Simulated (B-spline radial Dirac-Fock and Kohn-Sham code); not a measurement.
Xe 3s: cross section and angular parameters

System: atomic xenon in the configuration [Kr] 4d10 5s2 5p6; threshold 1148.7 eV (tabulated edge). The computed values come from a radial B-spline solver: Dirac-Hartree-Slater photoionisation with a Latter tail; cross sections with all multipoles, angular parameters from the dipole term and its interference with E2.

For linearly polarised light dσ/dΩ = σ/(4π) [1 + β P₂(cos θ) + (δ + γ cos²θ) sin θ cos φ], with θ from the polarisation vector and φ the angle between the beam and the projection of the electron momentum on the plane normal to the polarisation.

```
hν (eV)  σ (kb)      β       γ
   1250    65.9  1.977   0.885
 1253.6    65.7  1.977   0.881
   1340    59.9  1.978   0.773
   1410       ?      ?       ?
 1486.9    51.9  1.980   0.628
   1720    42.0  1.982   0.459
   2250    27.5  1.985   0.205
   4910    6.89  1.989  -0.117
 5414.7    5.72  1.989  -0.106
   6840    3.61  1.989  -0.025
   7440    3.04  1.989   0.023
 8047.8    2.59  1.989   0.076
 9251.7    1.95  1.989   0.189
  10500    1.50  1.989   0.315
```

Q: Give the values at 1410 eV.

A: σ = 55.9 kb, β = 1.979, γ = 0.699. For an s subshell δ is negligible.
